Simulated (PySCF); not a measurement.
NMR data simulated for an unnamed compound:

¹H NMR (500 MHz, computed): δ 6.51 (m, 1H), 6.23 (m, 1H), 5.73 (m, 1H), 2.78 (m, 1H), 2.47 (m, 1H), 1.94 (m, 1H), 1.50 (m, 1H), 0.04 (m, 1H).

¹³C{¹H} NMR (computed): δ 140.4 (CH), 139.7 (CH), 122.2 (CH), 43.0 (C), 40.7 (CH2), 25.5 (CH), 21.0 (CH2).

[PySCF 2.14.0 with density-fitted response routines: coordinates at the GFN2-xTB level; shieldings: GIAO PBE0/pcSseg-1; relativity neglected; one conformer; gas phase]

δ = σ(ref) − σ, references computed at the same level: TMS for ¹H (31.72 ppm) and ¹³C (186.93 ppm).

Question: Which of these does the molecule contain: a ketone, a CH3CH2 unit, a three-membered ring, a non-aromatic C=C double bond, a Si–CH3 group?

Answer: 
- A ketone: no.
- A CH3CH2 unit: no.
- A three-membered ring: yes.
- A non-aromatic C=C double bond: yes.
- A Si–CH3 group: no.

The data belong to SMILES FC(F)[C@@]12C=CC[C@@H]1C2, C7H8F2; they needn't prove each group on their own.

Carbon signals by region: 3 in the sp2 and nitrile region (100–160 ppm), 4 below 50 ppm.

Splittings by ¹⁹F in the carbon and heteronuclear signals aren't shown, as no couplings were computed. Shifts are as computed. Against solution values, carbons near 30 ppm lie about +3 ppm off and those near 130 ppm about +5 ppm. Of 1211 compounds with measured shifts, 218 miss one by over three times the rms of a fit or turn the order of signals round; such compounds aren't used in these exercises. Multiplicities follow the n + 1 count of equivalent neighbours, as no J values were calculated; m marks all less simple cases, F and P coupling included.
